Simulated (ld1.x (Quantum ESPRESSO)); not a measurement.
## What one change does to a pseudopotential (krypton, TM)

```json
{
  "Element": "krypton",
  "Generator": "ld1.x (Quantum ESPRESSO) 7.5",
  "Type": "norm-conserving Troullier–Martins (Kleinman–Bylander form)",
  "Functional": "Wu–Cohen",
  "Relativity": "scalar-relativistic",
  "Frozen core": "[Ne] 3s2",
  "Valence charge": "24",
  "Reference configuration": "3p6 3d10 4s2 4p4 (charge +2)",
  "Partial waves": "4s (bound): rc 1.30 bohr; 3p (bound): rc 0.65 bohr; 3d (bound): rc 1.05 bohr",
  "Local potential": "all-electron potential smoothed inside 0.70 bohr (lloc = -1)",
  "Core correction": "none"
}
```

Occupied shells without a wave of their own: 4p. They enter only through the test configuration that unscreens the potential.

Change: local potential all-electron potential smoothed inside 0.62 bohr (lloc = -1).

Cutoffs: the cutoffs (Ry, on a coarse ladder) from which the occupation-weighted sum of valence levels, in a spherical-Bessel basis at the reference potential, stays within 10 and 1 mRy of its value at 400 Ry; they do not see the model core or the augmentation charge, which bear on the density cutoff. Errors are all-electron minus pseudo energies relative to the spin-unpolarised reference configuration.

**Question.** What does the change do?

**Answer.** Both files keep a bound ghost (s); of the 7 tests that both files solve, the error grows in 6 and shrinks in 0 by more than 15 % and 0.3 meV (median size 108.9 → 174.6 meV); the range in which the s phases agree narrows (upper end 4.4 → 2.8). That the errors move this way runs against the usual rule that smaller radii transfer better.

| quantity | base | changed |
| --- | --- | --- |
| cutoff, loose | 300 Ry | 300 Ry |
| cutoff, tight | over 300 Ry | over 300 Ry |
| loose cutoff by channel (10 mRy a level) | s 45 Ry, p 230 Ry, d 230 Ry | s 45 Ry, p 200 Ry, d 230 Ry |
| bound ghosts | s | s |
| largest miss of a reference level, eV | 0.10 | 0.12 |
| error for 3p6 3d10 4s2 4p6, meV [ΔE -39.49 eV] | -133 | +175 |
| error for 3p6 3d10 4s2 4p5, meV [ΔE -25.20 eV] | -79 | +105 |
| error for 3p6 3d10 4s2 4p3, meV [ΔE 37.12 eV] | +106 | -142 |
| error for 3p6 3d10 4s2 4p2, meV [ΔE 87.02 eV] | +243 | -326 |
| error for 3p6 3d9 4s2 4p6, meV [ΔE 54.40 eV] | +42 | +570 |
| error for 3p6 3d10 4s2 4p5.5, meV [ΔE -33.63 eV] | -109 | +144 |
| error for 3p6 3d10 4s1 4p6, meV [ΔE -10.66 eV] | -192 | +191 |
| s: phases at 1.40 bohr within 0.05 rad from the reference energy up to (Ry; the scan ends near 5) | 4.4 | 2.8 |
| p: phases at 1.40 bohr within 0.05 rad from the reference energy up to (Ry; the scan ends near 5) | to the end of the scan | to the end of the scan |
| d: phases at 1.40 bohr within 0.05 rad from the reference energy up to (Ry; the scan ends near 5) | -0.2 | -0.2 |

Base: The 4p level has no wave, so the channel is fitted at the deeper level alone: the likely source of the large errors. Changed file: The 4p level has no wave, so the channel is fitted at the deeper level alone: the likely source of the large errors. A true bound ghost makes a file unfit for plane-wave use even where its test errors are small: the radial tests pick states by their node count and pass the ghost by.
